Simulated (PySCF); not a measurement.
All of these have the formula C4H9PSi2. Computed, not measured: TDDFT B3LYP/def2-SVPD, vertical, gas phase, core orbitals frozen in the response in PySCF. Geometries: GFN2-xTB; one conformer of each isolated species. Triplets are in the Tamm–Dancoff approximation. 'Strongest' means the level of largest summed f among the lowest 8 singlets; it needn't be the same kind of state in each.

**Question.** Rank by computed lowest triplet energy, lowest first.
A. `C=C1[SiH2][Si@@H](P)C1=C`
B. `C#C/C(=C/[SiH3])[SiH2]P`
C. `[SiH2](P[SiH3])C(=C)C#C`
D. `C#C/C(=C\[SiH3])[SiH2]P`
E. `C=C[Si@H](P)C#C[SiH3]`

**Answer.** A (2.69 eV), B (3.08 eV), D (3.20 eV), C (3.40 eV), E (4.25 eV).

```
                  SMILES  T1 (eV)  α (au)  LUMO (eV)  first f ≥ 0.01 (nm)  f (strongest)    S1 mainly
C=C1[SiH2][Si@@H](P)C1=C     2.69   135.8      -2.02                  301           0.21  H-1→L (93%)
 C#C/C(=C/[SiH3])[SiH2]P     3.08   132.5      -1.93                  274           0.25  H-2→L (53%)
 C#C/C(=C\[SiH3])[SiH2]P     3.20   132.8      -1.85                  278           0.16    H→L (45%)
   C#CC(=C)[SiH2]P[SiH3]     3.40   131.6      -1.48                  231           0.13    H→L (42%)
   C=C[Si@H](P)C#C[SiH3]     4.25   132.5      -1.15                  225           0.08    H→L (91%)
```

H and L stand for HOMO and LUMO.
